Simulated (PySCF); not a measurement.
Telling isomers of C6H9NP2 apart by NMR

Computational details: GFN2-xTB geometry, shielding tensors at PBE0/pcSseg-1 (GIAO), in PySCF 2.14.0 with density-fitted response routines (one conformer, relativity neglected, fast rotation and ring inversion assumed for equivalent nuclei, gas phase).

Chemical shifts δ = σref − σ; ¹H (σref 31.72) and ¹³C (σref 186.93) against TMS, all at this level. Splittings of carbon signals by F and P are missing where no couplings were computed. Where no couplings were computed, multiplicities follow the n + 1 count of equivalent neighbours, and m marks all less simple cases (inequivalent or close neighbours, rings, F or P nearby). Shifts are as computed. Against solution values, carbons near 30 ppm lie about +3 ppm off and those near 130 ppm about +5 ppm (rms about the fit 2.1 ppm; single classes can miss by 10 ppm). Of 1328 compounds with measured shifts, 309 miss one by over three times the rms of a fit or turn the order of signals round; such compounds aren't used in these exercises. Signals without a measured value on file couldn't be tested in this way; 1H shifts scatter by 0.2 ppm about their fit, and single ones miss by 0.5 ppm.

(1) Tabulate the signals of `CN(C)c1cpccp1`, `CN(C)c1cpcpc1` and their relative energies.

(2) What is the quickest way to tell CN(C)c1cpccp1 from CN(C)c1cpcpc1?

Answers

(1) 
| SMILES | carbon types | δC | δH | E rel. (kcal/mol) |
| --- | --- | --- | --- | --- |
| CN(C)c1cpccp1 | 1×C 3×CH 2×CH3 | 179.7, 166.8, 150.4, 138.6, 44.3 | 9.55 (m, 1H), 8.86 (m, 1H), 8.21 (m, 1H), 3.36 (s, 6H) | 1.5 |
| CN(C)c1cpcpc1 | 1×C 3×CH 2×CH3 | 172.1, 153.7, 141.1, 40.8 | 9.63 (m, 1H), 8.04 (m, 2H), 3.18 (s, 6H) | 0.0 |

Energies are electronic energies at PBE0/pcSseg-1 on these geometries, without zero-point or thermal terms, each for the one conformer computed, which needn't be the lowest.

(2) Count the carbon signals: 5 against 4. The first has a ring carbon next to a ring phosphorus (C) at 179.7 ppm, the second an aromatic carbon bearing nitrogen (C) at 153.7 ppm. Their most deshielded carbons lie at 179.7 and 172.1 ppm.
